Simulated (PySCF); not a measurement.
AlF2HO. Atoms are numbered in the order given.

```xyz
5

Al    -0.0062    -0.0131     0.0000
F      1.5597    -0.5379     0.0000
F     -1.2072    -1.1410     0.0000
O     -0.4120     1.6164     0.0000
H      0.2045     2.3494     0.0000
```
Charge 0, spin multiplicity 1.

Geometry: PBE0-D3(BJ)/def2-SVP. Other conformers were not sampled.

The numbers are results of PySCF 2.14.0 with PBE0-D3(BJ)/def2-SVP, not measurements.

Frequencies are harmonic and unscaled.

```
mode  ν (cm⁻¹)  IR (km/mol)  moving atoms (share of kinetic energy)
----  --------  -----------  --------------------------------------
1          231         33.2         F 40 %, O 30 %, H 15 %, Al 14 %
2          251         32.8                 F 70 %, Al 16 %, O 13 %
3          294         75.0                         Al 65 %, F 21 %
4          343        176.8                          H 84 %, O 12 %
5          553        160.9                          H 73 %, O 23 %
6          709          7.4                          F 67 %, O 27 %
7          971        151.0                         Al 52 %, F 44 %
8          998        155.3                 Al 51 %, O 27 %, F 17 %
9         3996        127.9                                  H 94 %
```
